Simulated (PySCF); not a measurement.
## Excitation energy of I by level of theory

I [Kr] 4d10 5s2 5p5 (2P) → I [Kr] 4d10 5s1 5p6 (2S), as a difference of total energies. All numbers are calculated (PySCF 2.14, scalar relativity through the core potential, in def2-TZVPPD with the def2 core potential (28 electrons)). Correlated levels: valence: 4s2 4p6 4d10 frozen; valence and next inner shell: nothing frozen outside the core potential. The calculations carry no spin-orbit coupling.

| method | excitation energy (cm⁻¹) |
| --- | --- |
| UHF | 102570 |
| LDA | 84765 |
| PBE | 84536 |
| PBE0 | 89159 |
| r2SCAN | 87744 |
| LC-wPBE | 94372 |
| MN15 | 90599 |
| PBEsol | 84666 |
| PW91 | 84710 |
| MP2 (valence) | 88289 |
| SCS-MP2 (valence) | 86686 |
| MP2 (valence and next inner shell) | 85062 |
| SCS-MP2 (valence and next inner shell) | 83941 |

The upper state lies above the first ionisation limit, where it may autoionise and the basis confines it.
